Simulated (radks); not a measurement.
Task: These are the eigenvalues of the occupied orbitals of an atom or ion with whole-number occupations (hartree). All-electron calculation, scalar-relativistic Kohn-Sham, exchange-only LDA, spin-polarised, spherical densities, point nucleus. Program: a radial shooting solver on a logarithmic mesh with Libxc functionals.

| orbital | eigenvalue |
|---|---|
| 1s down | -2633.678 |
| 1s up | -2633.678 |
| 2s up | -458.4690 |
| 2s down | -458.4640 |
| 2p up | -400.5058 |
| 2p down | -400.5016 |
| 3s up | -107.7893 |
| 3s down | -107.7872 |
| 3p up | -90.70208 |
| 3p down | -90.69983 |
| 3d up | -71.30592 |
| 3d down | -71.30239 |
| 4s up | -24.18531 |
| 4s down | -24.18039 |
| 4p up | -18.57893 |
| 4p down | -18.57389 |
| 4d up | -11.54672 |
| 4d down | -11.54038 |
| 5s up | -5.29900 |
| 5s down | -5.24945 |
| 5p up | -3.86151 |
| 5p down | -3.79809 |
| 4f up | -3.73338 |
| 4f down | -3.72133 |
| 5d up | -2.17865 |

Which element is it, and in what charge state? The configuration may be excited. Open shells, if any, are filled with parallel spins first.

Result: Z = 75, rhenium, charge +5: Re5+ in [Xe] 4f14 5d2. The list shows which subshells hold electrons but not how many an open one holds; the 1s level, -2633.7 hartree, gives Z - s = 72.6 by -(Z - s)^2/2, which with screening and relativity narrows Z to a few neighbours, and the depths of the outer levels then fix element, charge and occupations together.
